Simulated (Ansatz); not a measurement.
A short molecular-dynamics run on ScBr3.

```yaml
crystal:
  periodic: [false, false, false]
  atoms:
    - {symbol: Sc, position_ang: [-0.000151, -0.000090, 0.001510]}
    - {symbol: Br, position_ang: [2.413052, -0.025200, 0.011570]}
    - {symbol: Br, position_ang: [-1.184258, 2.102788, -0.016425]}
    - {symbol: Br, position_ang: [-1.228644, -2.077508, 0.003345]}
basis:
  gaussian: {orbitals: "6-31G*"}
hamiltonian: {xc: {name: PBE}}
md: {timestep: 2 fs, n_steps: 15, ensemble: nvt_nose_hoover, temperature: 300, initial_velocities: maxwell_boltzmann, seed: 453}
scf: {omitted_lower_state_checks: [starts]}
```

```sh
$ ansatz run in.yaml --threads 4 --pin off --events-out ev --progress --plain --max-ram 3916MiB
```

```csv
step,time (fs),potential energy (eV),kinetic (eV),T (K),conserved (eV)
0,0.0,-230782.4351,0.0776,300,-230782.3575
1,2.0,-230782.4364,0.0789,305,-230782.3575
2,4.0,-230782.4370,0.0795,307,-230782.3575
3,6.0,-230782.4370,0.0794,307,-230782.3575
4,8.0,-230782.4363,0.0788,305,-230782.3575
5,10.0,-230782.4351,0.0776,300,-230782.3575
6,12.0,-230782.4335,0.0760,294,-230782.3575
7,14.0,-230782.4316,0.0741,287,-230782.3575
8,16.0,-230782.4295,0.0720,278,-230782.3575
9,18.0,-230782.4273,0.0697,270,-230782.3575
10,20.0,-230782.4250,0.0675,261,-230782.3575
11,22.0,-230782.4227,0.0653,252,-230782.3575
12,24.0,-230782.4206,0.0631,244,-230782.3575
13,26.0,-230782.4185,0.0610,236,-230782.3575
14,28.0,-230782.4164,0.0591,228,-230782.3575
15,30.0,-230782.4145,0.0572,221,-230782.3575
```

Velocities are drawn at the set temperature; a run this short doesn't reach equilibrium.

The 6-31G sets use Cartesian d functions.

Frames (Å, forces in eV/Å):

```xyz
4
time=0.0 fs
Sc    0.000    0.000    0.002    0.000    0.000    0.000
Br    2.413   -0.025    0.012    0.203   -0.002    0.001
Br   -1.184    2.103   -0.016   -0.100    0.176   -0.001
Br   -1.229   -2.078    0.003   -0.103   -0.174    0.000
4
time=2.0 fs
Sc    0.003    0.004   -0.004   -0.075   -0.048    0.000
Br    2.415   -0.028    0.013    0.212    0.002    0.001
Br   -1.188    2.106   -0.016   -0.077    0.148   -0.001
Br   -1.229   -2.079    0.004   -0.060   -0.102    0.000
4
time=4.0 fs
Sc    0.007    0.008   -0.009   -0.148   -0.093    0.001
Br    2.417   -0.032    0.014    0.220    0.007    0.001
Br   -1.193    2.109   -0.015   -0.055    0.118   -0.001
Br   -1.229   -2.081    0.005   -0.017   -0.032   -0.001
4
time=6.0 fs
Sc    0.010    0.011   -0.014   -0.215   -0.135    0.002
Br    2.420   -0.035    0.014    0.224    0.011    0.001
Br   -1.197    2.112   -0.014   -0.031    0.088   -0.001
Br   -1.229   -2.083    0.006    0.023    0.036   -0.002
4
time=8.0 fs
Sc    0.013    0.015   -0.019   -0.277   -0.173    0.004
Br    2.422   -0.038    0.015    0.224    0.015    0.001
Br   -1.201    2.115   -0.013   -0.008    0.058   -0.002
Br   -1.229   -2.085    0.007    0.061    0.100   -0.004
4
time=10.0 fs
Sc    0.016    0.019   -0.024   -0.332   -0.206    0.007
Br    2.425   -0.041    0.016    0.220    0.019    0.001
Br   -1.205    2.118   -0.012    0.015    0.027   -0.002
Br   -1.229   -2.087    0.008    0.097    0.160   -0.005
4
time=12.0 fs
Sc    0.018    0.022   -0.029   -0.379   -0.234    0.010
Br    2.427   -0.044    0.017    0.210    0.023    0.001
Br   -1.209    2.121   -0.011    0.039   -0.005   -0.003
Br   -1.229   -2.089    0.009    0.130    0.216   -0.008
4
time=14.0 fs
Sc    0.021    0.025   -0.034   -0.417   -0.258    0.014
Br    2.430   -0.047    0.018    0.196    0.027    0.000
Br   -1.213    2.124   -0.010    0.061   -0.036   -0.004
Br   -1.228   -2.091    0.010    0.160    0.267   -0.010
4
time=16.0 fs
Sc    0.023    0.028   -0.039   -0.446   -0.276    0.018
Br    2.433   -0.050    0.019    0.176    0.031    0.000
Br   -1.218    2.127   -0.009    0.084   -0.067   -0.005
Br   -1.228   -2.092    0.011    0.186    0.312   -0.012
4
time=18.0 fs
Sc    0.024    0.031   -0.044   -0.465   -0.290    0.023
Br    2.436   -0.054    0.020    0.150    0.035   -0.001
Br   -1.222    2.130   -0.008    0.106   -0.098   -0.007
Br   -1.228   -2.094    0.012    0.209    0.353   -0.015
4
time=20.0 fs
Sc    0.025    0.033   -0.049   -0.475   -0.299    0.028
Br    2.439   -0.057    0.021    0.119    0.039   -0.002
Br   -1.226    2.133   -0.007    0.127   -0.128   -0.008
Br   -1.228   -2.095    0.013    0.229    0.388   -0.018
4
time=22.0 fs
Sc    0.026    0.035   -0.054   -0.475   -0.303    0.034
Br    2.442   -0.060    0.022    0.084    0.043   -0.003
Br   -1.230    2.136   -0.006    0.147   -0.157   -0.010
Br   -1.227   -2.096    0.014    0.245    0.417   -0.021
4
time=24.0 fs
Sc    0.026    0.037   -0.059   -0.466   -0.303    0.040
Br    2.445   -0.063    0.023    0.043    0.047   -0.005
Br   -1.234    2.139   -0.006    0.166   -0.186   -0.011
Br   -1.226   -2.097    0.015    0.257    0.442   -0.023
4
time=26.0 fs
Sc    0.026    0.039   -0.064   -0.448   -0.298    0.047
Br    2.448   -0.066    0.024   -0.002    0.051   -0.007
Br   -1.237    2.142   -0.005    0.184   -0.213   -0.013
Br   -1.226   -2.098    0.016    0.266    0.461   -0.026
4
time=28.0 fs
Sc    0.025    0.040   -0.068   -0.423   -0.290    0.054
Br    2.452   -0.069    0.025   -0.050    0.055   -0.010
Br   -1.241    2.144   -0.004    0.200   -0.240   -0.015
Br   -1.225   -2.098    0.016    0.272    0.474   -0.029
4
time=30.0 fs
Sc    0.025    0.041   -0.073   -0.390   -0.277    0.061
Br    2.455   -0.072    0.026   -0.101    0.059   -0.013
Br   -1.245    2.147   -0.003    0.216   -0.266   -0.017
Br   -1.224   -2.098    0.017    0.275    0.483   -0.031
```

It took 46 s on 4 threads of AMD EPYC 7R43 on a shared host.
